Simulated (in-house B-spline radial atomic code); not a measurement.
**Ne+: [He] 2s2 2p5**

Level of theory: non-relativistic BHandHLYP, spin-polarised, spherical fractional occupations, exact exchange averaged over the configuration, point nucleus; calculated with an all-electron radial atomic-structure program (B-spline basis).

Z_r = [3n² - l(l+1)]/(2<r>); Z_e = n√(-2ε); the last column is Slater's effective charge. Values are occupation-weighted means over spin.

```json
{"shell": "1s", "electrons": "2", "ε (eV)": "-884.4", "<r> (bohr)": "0.1579", "Z_r": "9.50", "Z_e": "8.06", "Slater": "9.70"}
{"shell": "2s", "electrons": "2", "ε (eV)": "-63.777", "<r> (bohr)": "0.8631", "Z_r": "6.95", "Z_e": "4.33", "Slater": "6.20"}
{"shell": "2p", "electrons": "5", "ε (eV)": "-38.599", "<r> (bohr)": "0.8786", "Z_r": "5.69", "Z_e": "3.37", "Slater": "6.20"}
```

The least bound orbital is 2p down at -37.17 eV, and it is also the most diffuse (<r> = 0.8897 bohr).
